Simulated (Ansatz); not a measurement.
Reaction (formal exchange of groups at a Ge–Cl bond): `[F][GeH2][Cl]` + `N[Si@@H](Cl)[C@H](O)F` → `N[SiH](Cl)[GeH2][F]` + `OC(F)Cl`

Isolated molecules relaxed with PBE0-D4/def2-TZVP in Ansatz; ΔE leaves out vibrations. CBS: MP2 limit from def2 TZ/QZ plus the TZ coupled-cluster correction, frozen cores. DFT in def2-TZVPP. For Ge outer-core shells are correlated without core-valence functions, which leaves a few kJ/mol of doubt a bond. Scalar relativity is left out up to krypton. Each species was taken in one conformer, which may not be the lowest.

(1) Is it downhill or uphill in electronic energy at CCSD(T)/CBS, and by how much? (An estimate is asked.)

(2) What do these levels give: r2SCAN-D4, PBE0-D4, ωB97X-V, SCS-MP2/def2-TZVPP, CCSD(T)/def2-TZVPP, MP2/def2-QZVPP? (Best estimate.)

Largest T1 diagnostic among the species: 0.011.

Answers

(1) Ansatz gave: Uphill: ΔE = +91.5 kJ/mol.

(2) The calculation gave: r2SCAN-D4 84.7, PBE0-D4 80.4, ωB97X-V 91.3, SCS-MP2/def2-TZVPP 97.7, CCSD(T)/def2-TZVPP 92.4, MP2/def2-QZVPP 96.1 kJ/mol.

From PBE to PBE0 (25 % exact exchange), in def2-TZVPP and without D4, ΔE moves by +7.3 kJ/mol. In def2-TZVPP, CCSD(T) changes the Hartree–Fock value by −14.6 kJ/mol (the triples alone add −2.9 kJ/mol) and MP2 by −10.7 kJ/mol.
